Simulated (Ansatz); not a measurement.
`[BH]1[AlH][O][GeH2]1`, relaxed with RKS PBE-D4/def2-SVP in Ansatz 0.2.0 from a rough embedded geometry. The force threshold is 0.03 eV/Å; the program also tests the step.

The species carries charge 0 and has multiplicity 1.

Start:

```xyz
8

B     1.104   -0.265    0.074
Al    0.055    0.557   -1.539
O    -1.443    0.122   -0.568
Ge   -0.660   -0.407    0.897
H     2.287   -0.367    0.405
H     0.514    1.765   -2.507
H    -0.841    0.510    2.084
H    -1.016   -1.915    1.154
```

**Question.** How much energy does the relaxation release, and in how many steps? (An estimate is asked.)

**Answer.** Computed: 70.43 kJ/mol, in 7 steps.

**Question.** Which bonds change most? (An estimate is asked.)

**Answer.** The calculation gave: B1–Ge4 from 1.951 to 2.090 Å; O3–Ge4 from 1.744 to 1.860 Å; Al2–O3 from 1.837 to 1.756 Å; B1–Al2 from 2.093 to 2.161 Å.

**Question.** Give the relaxed structure. (Estimate.)

**Answer.** Computed: 
```xyz
8

B     1.324   -0.177    0.135
Al    0.163    0.763   -1.427
O    -1.313    0.370   -0.561
Ge   -0.585   -0.457    0.937
H     2.431   -0.501    0.512
H     0.174    1.544   -2.822
H    -1.017    0.355    2.195
H    -1.176   -1.896    1.031
```
